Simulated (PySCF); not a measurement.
**Dipole moment and polarisability of `C[C@@H]1N[Si@H]([SiH3])C1(F)F`**

Species: C₃H₉F₂NSi₂.
Geometry (GFN2-xTB, Å), atoms numbered from 1 in this order:
```
atom  x, y, z in Å
C1    -2.1355    0.4631   -0.2457
C2    -1.3081   -0.4897    0.5996
N3    -0.3913    0.1869    1.5056
Si4    1.1211   -0.4719    1.0109
Si5    2.6224    0.9940    0.0606
C6    -0.2161   -1.2535   -0.1615
F7    -0.3987   -2.6069   -0.1261
F8    -0.1591   -0.9483   -1.4933
H9    -2.8170    1.0274    0.3873
H10   -2.7143   -0.0953   -0.9772
H11   -1.4809    1.1554   -0.7702
H12   -1.9640   -1.1944    1.1269
H13   -0.7472    0.7818    2.2339
H14    1.6076   -1.5496    1.8915
H15    2.0114    2.2352   -0.4264
H16    3.3583    0.4011   -1.0570
H17    3.6045    1.3768    1.0806
```

Level: PBE0/def2-SVPD (PySCF), static field, nuclei fixed, core orbitals frozen in the response. The polarisability tensor in these axes (au):

```
x   115.20   8.62   1.26
y     8.62  95.15  -2.89
z     1.26  -2.89  89.25
```

Question: What are the eigenvalues, a third of the trace, and Δα (Δα² = ½Σ(αi − αj)² over the three pairs)?

Answer: Principal values 87.17, 94.03 and 118.39 au; mean 99.87 au = 14.80 Å³ = 16.47 × 10⁻⁴⁰ C²·m²/J; Δα = 28.42 au (28 % of the mean).

Question: What is the dipole moment, and where does it point?

Answer: (-0.23, 2.01, 2.01) D, 2.85 D in size, pointing from the negative to the positive side. Measured along this direction, the outermost atoms are F7 at the negative end and H13 at the positive end.

Question: Directions of the eigenvectors, and the extent of the frame along each?

Answer: Largest value along (0.94, 0.35, 0.01), where the nuclei span 6.45 Å; middle along (-0.29, 0.78, -0.55), 4.47 Å; least along (-0.20, 0.51, 0.84), 4.12 Å. The response follows the extents in order.

Question: What molar refraction does this α imply?

Answer: Lorentz–Lorenz: R = (4π/3)N_A α = 2.5225 cm³/(mol·Å³) × 14.80 Å³ = 37.3 cm³/mol, in the limit of long wavelengths.

Question: Find the Langevin capture rate constant for O2+ (31.990 u) meeting this molecule (153.024 u), k = 2.342 × 10⁻⁹ cm³/s × √(α in Å³ / reduced mass in u).

Answer: The reduced mass is 26.46 u, so k = 1.75 × 10⁻⁹ cm³/s. The formula leaves out the permanent dipole, which adds to the capture rate.

Geometry: GFN2-xTB; no solvent, vibrations or thermal averaging.
